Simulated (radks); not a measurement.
Results of a calculation; reference values are marked as such.
Problem. Ce LII, 7 electrons, occupied as [He] 2s2 2p3. Level of theory: scalar-relativistic Kohn-Sham, LDA (Slater exchange, Perdew-Wang correlation), spin-polarised, spherical densities, point nucleus; open shells are filled with parallel spins first (spin-orbit coupling, left out, can overturn this in heavy ions) (a radial shooting solver on a logarithmic mesh with Libxc functionals). Some entries of the table are withheld. Estimate them.

orbital  occ.  eigenvalue (eV)  r(max) (bohr)  <r^2> (bohr^2)
1s up       1        -44774.57        0.01574       0.0008179
1s down     1        -44728.30        0.01573       0.0008164
2s up       1        -10426.93        0.08714         0.01208
2s down     1        -10357.72        0.08730         0.01215
2p up       3        -9861.569            (1)        0.009405
2p down     0        -9778.730            (2)        0.009480
3s up       0              (3)            (4)         0.06414
3s down     0              (5)            (6)         0.06459
3p up       0        -4227.370         0.2166         0.05979
3p down     0        -4206.444         0.2176         0.06032

Solution. 
(1) 2p up r(max) (bohr): 0.06950
(2) 2p down r(max) (bohr): 0.06968
(3) 3s up eigenvalue (eV): -4397.842
(4) 3s up r(max) (bohr): 0.2273
(5) 3s down eigenvalue (eV): -4379.608
(6) 3s down r(max) (bohr): 0.2281
